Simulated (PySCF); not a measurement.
B3LYP has the VWN-RPA correlation part, as in Gaussian. 

## C3H9Si, SMILES `C([SiH2])(C)C` (C–C–Si–H torsion 178°) (charge 0, multiplicity 2)

These are PySCF with B3LYP-D3(BJ)/def2-TZVP values and carry that method's errors.

- highest occupied spin orbital: -5.60 eV
- dipole moment: 0.99 D
- total energy: -409.2740 Ha
- cost: about 6 core-minutes (a rough figure)

```xyz
13

C      1.3820    -0.0707     0.6234
C      0.2525     0.1077    -0.3975
C     -0.7197    -1.0819    -0.3667
Si    -0.6835     1.7377    -0.1338
H      0.9892    -0.0976     1.6433
H      1.9131    -1.0114     0.4530
H      2.1112     0.7398     0.5704
H      0.6942     0.1638    -1.3983
H     -1.5057    -0.9891    -1.1179
H     -0.1842    -2.0179    -0.5569
H     -1.2002    -1.1718     0.6107
H     -1.7536     1.9175    -1.1544
H     -1.2955     1.7739     1.2247
```
Charge 0, spin multiplicity 2.
